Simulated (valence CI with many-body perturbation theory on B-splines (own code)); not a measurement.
**Energy levels of W⁵¹⁺**

Level of theory: valence CI with perturbative core correlation (CI+MBPT): five valence electrons over a frozen Dirac-Fock core [Ar], a basis of 7 s, 7 p, 8 d, 6 f, 4 g, 1 h functions for each j, with the one-electron correlation potential Σ1 (screened to all orders), the two-electron term Σ2, the three-electron term Σ3, Breit, model QED; selected single and double excitations, second order for the rest (own B-spline code, finite nucleus).

The last digits are not significant, and no measured levels were compared; by estimate large intervals hold to a few tenths of a per cent, small ones and those within an open d or f shell to about a per cent. Among the levels kept, up to 250 cm⁻¹ of a level comes from second order outside the variational space, and about a tenth of that is noise between levels of different J, which matters for small intervals. The list stops below the first excitations out of the core. Only levels of the ground parity were solved; by the run's estimate the other parity begins above the list, which can be wrong where configurations are misplaced.

Levels 1 to 35 of 35, with energies above the lowest level, (3d3/2^4 3d5/2) J=5/2. "Leading %" is the weight of the configuration and term that name the level; weights of strongly mixed levels are sums over their largest components and can fall short. In the jj column 3d3/2^4 stands for four electrons in 3d with j = 3/2. Lifetimes count E1, E2, E3, M1 and M2 decay at the calculated energies, and are blank where another channel may lead or the interval is too uncertain; long ones can be off by a factor of two.

| No. | Configuration | Term | J | E (eV) | Leading % | Lifetime | Second component | g | Leading jj |
| --- | --- | --- | --- | --- | --- | --- | --- | --- | --- |
| 1 | 3d5 | 4P | 5/2 | 0.00 | 25 |  | 25 % 3d5 2D | 1.281 | 3d3/2^4 3d5/2 (97 %) |
| 2 | 3d5 | 6S | 5/2 | 58.41 | 35 | 289 ns | 22 % 3d5 2F | 1.331 | 3d3/2^3 3d5/2^2 (95 %) |
| 3 | 3d5 | 4G | 7/2 | 70.08 | 32 | 616 ns | 26 % 3d5 2F | 1.158 | 3d3/2^3 3d5/2^2 (99 %) |
| 4 | 3d5 | 2H | 11/2 | 71.35 | 44 |  | 32 % 3d5 4G | 1.099 | 3d3/2^3 3d5/2^2 (99 %) |
| 5 | 3d5 | 4D | 3/2 | 71.94 | 38 | 264 ns | 29 % 3d5 4P | 1.151 | 3d3/2^3 3d5/2^2 (99 %) |
| 6 | 3d5 | 2G | 9/2 | 76.93 | 32 | 400 μs | 27 % 3d5 4G | 1.130 | 3d3/2^3 3d5/2^2 (98 %) |
| 7 | 3d5 | 2D | 5/2 | 80.67 | 34 | 11.6 μs | 26 % 3d5 4D | 1.129 | 3d3/2^3 3d5/2^2 (96 %) |
| 8 | 3d5 | 4P | 1/2 | 84.29 | 41 | 45.4 μs | 31 % 3d5 2S | 1.790 | 3d3/2^3 3d5/2^2 (93 %) |
| 9 | 3d5 | 2F | 7/2 | 85.17 | 39 | 8.04 μs | 33 % 3d5 2G | 1.072 | 3d3/2^3 3d5/2^2 (98 %) |
| 10 | 3d5 | 2D | 3/2 | 102.16 | 62 | 3.00 μs | 19 % 3d5 4F | 0.797 | 3d3/2^3 3d5/2^2 (92 %) |
| 11 | 3d5 | 6S | 5/2 | 127.45 | 35 | 137 ns | 27 % 3d5 2D | 1.305 | 3d3/2^2 3d5/2^3 (94 %) |
| 12 | 3d5 | 4D | 7/2 | 136.13 | 52 | 248 ns | 42 % 3d5 4G | 1.208 | 3d3/2^2 3d5/2^3 (99 %) |
| 13 | 3d5 | 4G | 11/2 | 136.52 | 50 | 368 ns | 49 % 3d5 2I | 1.087 | 3d3/2^2 3d5/2^3 (99 %) |
| 14 | 3d5 | 4G | 9/2 | 138.56 | 62 | 370 ns | 35 % 3d5 2G | 1.140 | 3d3/2^2 3d5/2^3 (98 %) |
| 15 | 3d5 | 2I | 13/2 | 141.54 | 100 | 1.91 μs |  | 1.065 | 3d3/2^2 3d5/2^3 (100 %) |
| 16 | 3d5 | 4D | 1/2 | 143.43 | 78 | 199 ns | 16 % 3d5 2S | 0.450 | 3d3/2^2 3d5/2^3 (98 %) |
| 17 | 3d5 | 4P | 3/2 | 144.64 | 53 | 142 ns | 35 % 3d5 4F | 1.163 | 3d3/2^2 3d5/2^3 (98 %) |
| 18 | 3d5 | 2F | 5/2 | 145.76 | 42 | 258 ns | 32 % 3d5 4D | 1.020 | 3d3/2^2 3d5/2^3 (98 %) |
| 19 | 3d5 | 2H | 9/2 | 151.01 | 53 | 218 ns | 47 % 3d5 4F | 1.096 | 3d3/2^2 3d5/2^3 (100 %) |
| 20 | 3d5 | 2G | 7/2 | 153.46 | 61 | 719 ns | 35 % 3d5 2F | 0.980 | 3d3/2^2 3d5/2^3 (100 %) |
| 21 | 3d5 | 4F | 5/2 | 155.66 | 65 | 204 ns | 26 % 3d5 2D | 1.046 | 3d3/2^2 3d5/2^3 (99 %) |
| 22 | 3d5 | 2D | 3/2 | 156.15 | 84 | 534 ns | 14 % 3d5 4D | 0.851 | 3d3/2^2 3d5/2^3 (91 %) |
| 23 | 3d5 | 2G | 7/2 | 162.18 | 47 | 397 ns | 33 % 3d5 2F | 1.029 | 3d3/2^2 3d5/2^3 (97 %) |
| 24 | 3d5 | 4P | 1/2 | 162.27 | 44 | 269 ns | 40 % 3d5 2P | 1.757 | 3d3/2^2 3d5/2^3 (88 %) |
| 25 | 3d5 | 2G | 9/2 | 170.99 | 79 | 699 ns | 10 % 3d5 4F | 1.103 | 3d3/2^2 3d5/2^3 (98 %) |
| 26 | 3d5 | 2P | 3/2 | 186.47 | 74 | 676 ns | 24 % 3d5 2D | 1.178 | 3d3/2^2 3d5/2^3 (98 %) |
| 27 | 3d5 | 2D | 5/2 | 190.03 | 79 | 379 ns | 10 % 3d5 4D | 1.179 | 3d3/2^2 3d5/2^3 (93 %) |
| 28 | 3d5 | 4P | 5/2 | 206.25 | 34 | 90.3 ns | 28 % 3d5 2F | 1.228 | 3d3/2 3d5/2^4 (96 %) |
| 29 | 3d5 | 2F | 7/2 | 215.19 | 28 | 130 ns | 27 % 3d5 4F | 1.178 | 3d3/2 3d5/2^4 (99 %) |
| 30 | 3d5 | 2H | 11/2 | 216.68 | 55 | 167 ns | 27 % 3d5 2I | 1.067 | 3d3/2 3d5/2^4 (99 %) |
| 31 | 3d5 | 4D | 3/2 | 218.41 | 31 | 105 ns | 29 % 3d5 2D | 0.984 | 3d3/2 3d5/2^4 (98 %) |
| 32 | 3d5 | 2G | 9/2 | 224.07 | 53 | 185 ns | 18 % 3d5 4F | 1.111 | 3d3/2 3d5/2^4 (98 %) |
| 33 | 3d5 | 2D | 5/2 | 228.74 | 61 | 167 ns | 23 % 3d5 2F | 1.106 | 3d3/2 3d5/2^4 (94 %) |
| 34 | 3d5 | 2G | 7/2 | 232.17 | 52 | 184 ns | 35 % 3d5 2F | 1.011 | 3d3/2 3d5/2^4 (98 %) |
| 35 | 3d5 | 2P | 1/2 | 239.84 | 49 | 178 ns | 36 % 3d5 2S | 1.295 | 3d3/2 3d5/2^4 (93 %) |

The ionisation energy to 3d4 3P_0 of the next ion comes out as 4706.2 eV (NIST: 4709 ± 4 eV (semi-empirical)). All 35 levels together are meant to be complete up to 248.63 eV.
